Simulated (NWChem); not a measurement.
System: CCl2GaNO; SMILES [Ga]([Cl])([Cl])[N]=C=O

NWChem printed, in part:

```
             Northwest Computational Chemistry Package (NWChem) 7.3.0
             --------------------------------------------------------

                             Geometry "geometry" -> ""
                             -------------------------

 Output coordinates in angstroms (scale by  1.889725989 to convert to a.u.)

  No.       Tag          Charge          X              Y              Z
 ---- ---------------- ---------- -------------- -------------- --------------
    1 Ga                  31.0000    -0.03507700     0.32980100     0.00379400
    2 Cl                  17.0000    -1.96479200     1.20481800     0.00834600
    3 Cl                  17.0000     1.69170800     1.55866100     0.00231000
    4 N                    7.0000     0.13635700    -1.45418800     0.00300700
    5 C                    6.0000     0.24668400    -2.64916800    -0.00183000
    6 O                    8.0000     0.35380300    -3.81044300    -0.00601000

 Effective nuclear repulsion energy (a.u.)     573.6439132881

                              NWChem Property Module
                              ----------------------

  itol2e modified to match energy
  convergence criterion.

                                 NWChem DFT Module
                                 -----------------

 Summary of "ao basis" -> "ao basis" (spherical)
 ------------------------------------------------------------------------------
       Tag                 Description            Shells   Functions and Types
 ---------------- ------------------------------  ------  ---------------------
 Ga                         def2-svp                12       32   5s4p3d
 Cl                         def2-svp                 8       18   4s3p1d
 N                          def2-svp                 6       14   3s2p1d
 C                          def2-svp                 6       14   3s2p1d
 O                          def2-svp                 6       14   3s2p1d

  itol2e modified to match energy
  convergence criterion.

[...]

          -----------------------
          Electric field gradient
          -----------------------

 1 a.u. = 0.324123 10**(16) esu/cm**3  ( or statvolts/cm**2 ) = 0.97174 10**(22) v/m**2

 ------------------------------------------------------------
   Atom      X         Y         Z
 ------------------------------------------------------------
    1 Ga  -0.06629   0.62323   0.00717
 ------------------------------------------------------------

 Electric field gradient in molecular frame (a.u.)
         XX             YY             ZZ             XY             XZ             YZ
 ------------------------------------------------------------------------------------------
        0.768185       0.888034      -1.656219      -0.011212      -0.004235       0.002400

 Principal components (a.u.) and orientation
 of principal axis w.r.t. absolute frame                      Asymmetry parameter eta
 --------------------------------------------------------------------------------------
       -1.656229       0.889077       0.767152                       0.073616

        0.001742      -0.092388       0.995722
       -0.000935       0.995722       0.092390
        0.999998       0.001092      -0.001649

 ------------------------------------------------------------
   Atom      X         Y         Z
 ------------------------------------------------------------
    2 Cl  -3.71292   2.27678   0.01577
 ------------------------------------------------------------

 Electric field gradient in molecular frame (a.u.)
         XX             YY             ZZ             XY             XZ             YZ
 ------------------------------------------------------------------------------------------
       -1.506470       0.724005       0.782465       1.220078       0.006021      -0.002793

 Principal components (a.u.) and orientation
 of principal axis w.r.t. absolute frame                      Asymmetry parameter eta
 --------------------------------------------------------------------------------------
       -2.044229       1.261748       0.782481                       0.234449

        0.915061       0.403309       0.002256
       -0.403309       0.915064      -0.000704
       -0.002348      -0.000266       0.999997

 ------------------------------------------------------------
   Atom      X         Y         Z
 ------------------------------------------------------------
    3 Cl   3.19686   2.94544   0.00437
 ------------------------------------------------------------

 Electric field gradient in molecular frame (a.u.)
         XX             YY             ZZ             XY             XZ             YZ
 ------------------------------------------------------------------------------------------
       -0.965759       0.181757       0.784002      -1.551819       0.000835       0.001366

 Principal components (a.u.) and orientation
 of principal axis w.r.t. absolute frame                      Asymmetry parameter eta
 --------------------------------------------------------------------------------------
       -2.046492       1.262491       0.784001                       0.233810

        0.820606      -0.571493       0.001193
        0.571494       0.820606      -0.000807
       -0.000518       0.001345       0.999999

 ------------------------------------------------------------
   Atom      X         Y         Z
 ------------------------------------------------------------
    4 N    0.25768  -2.74802   0.00568
 ------------------------------------------------------------

[...]
```

Level: PBE0/def2-SVP. Coordinates come from a PBE0/def2-SVP optimisation. NWChem prints the field gradient with the sign opposite to the second derivative of the potential.

Q: Which NWChem input produces such a log?

A: Several could match; the one computed here: the input that was run:
```
start job
memory heap 200 mb stack 900 mb global 1100 mb
geometry units angstroms noautosym nocenter noautoz
  Ga    -0.035077     0.329801     0.003794
  Cl    -1.964792     1.204818     0.008346
  Cl     1.691708     1.558661     0.002310
  N      0.136357    -1.454188     0.003007
  C      0.246684    -2.649168    -0.001830
  O      0.353803    -3.810443    -0.006010
end
basis spherical
  * library def2-svp
end
dft
  xc pbe0
  iterations 150
end
property
  efieldgrad
end
task dft property
```
